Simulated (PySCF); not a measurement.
**Molecular orbitals of AlAs**

PBE0 at R = 2.539 Å; Al cc-pV(T+d)Z, As cc-pVTZ-PP with ECP10; scalar-relativistic core potentials (PySCF 2.14). State: ³Σ⁻ (triplet), unpaired electrons π ↑↑. Only the outer orbitals are listed, counted within each symmetry, core potentials removing the inner ones.

| spin | orbital | occ. | ε (eV) | on Al (%) | main shells (%) |
| --- | --- | --- | --- | --- | --- |
| α | 7σ | 1 | -16.71 | 7 | 93 As s |
| α | 8σ | 1 | -9.29 | 66 | 66 Al s, 28 As p |
| α | 4π | 1 | -6.90 | 10 | 90 As p |
| α | 4π | 1 | -6.90 | 10 | 90 As p |
| α | 9σ | 1 | -5.69 | 54 | 46 As p, 28 Al s, 25 Al p |
| α | 5π | 0 | -1.73 | 91 | 92 Al p |
| α | 5π | 0 | -1.73 | 91 | 92 Al p |
| α | 10σ | 0 | 0.39 | 109 | 108 Al p, 16 As p |
| β | 7σ | 1 | -14.75 | 10 | 89 As s |
| β | 8σ | 1 | -8.88 | 72 | 72 Al s, 21 As p |
| β | 9σ | 1 | -5.37 | 53 | 47 As p, 32 Al p, 20 Al s |
| β | 4π | 0 | -3.32 | 33 | 67 As p, 31 Al p |
| β | 4π | 0 | -3.32 | 33 | 67 As p, 31 Al p |
| β | 5π | 0 | -1.13 | 71 | 69 Al p, 28 As p |

Question: Which are the highest filled and the lowest empty level, where do they sit, and how wide is the gap?

Answer: Highest filled β 9σ at -5.37 eV (in %: 47 As p, 32 Al p, 20 Al s); lowest empty β 4π at -3.32 eV (in %: 67 As p, 31 Al p); the gap at PBE0 is 2.05 eV.

```json
{
  "bond order (Mayer)": "1.12",
  "⟨S²⟩": "2.007",
  "charge on Al (Mulliken, basis-dependent)": "0.19",
  "charge on Al (Löwdin, basis-dependent)": "0.05",
  "dipole moment (positive dipole means Al(−)As(+))": "-0.80 D",
  "polarisability along the bond": "112.8 bohr³",
  "polarisability across the bond": "81.6 bohr³"
}
```

Shares are Mulliken populations and can fall outside 0 to 100 %.

Spin–orbit coupling is left out. The state was picked by a PBE0 search and need not be the measured ground state.
